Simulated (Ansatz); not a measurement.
Basis-set extrapolation for CH$_{6}$BFOSSi (`FCOB[SiH2]S`) (PBE0-D4/def2-TZVP geometry, frozen core, Ansatz 0.2.0). Multiplicity 1, RHF reference.

```tsv
	def2-TZVPP	def2-QZVPP
HF	-926.989522	-927.020612
MP2 correlation	-1.045411	-1.131050
CCSD(T) correlation	-1.143941	not run
```

Energies in hartree. Use E(X) = E(∞) + A·exp(−7.88·√X) for Hartree–Fock and E(X) = E(∞) + B·X^(−2.97) for correlation, with X = 3 and 4, and add CCSD(T) minus MP2 of the smaller set to the MP2 limit.

What is the CCSD(T) energy at the basis-set limit?

HF limit: -927.020612 + (-0.031090) × 0.13774 = -927.02489. MP2 limit: -1.131050 + (-0.085639) × 0.74074 = -1.19449. Higher-order term: -1.143941 − (-1.045411) = -0.09853. Total: -928.31791 hartree, 5.02 eV below CCSD(T)/def2-TZVPP.
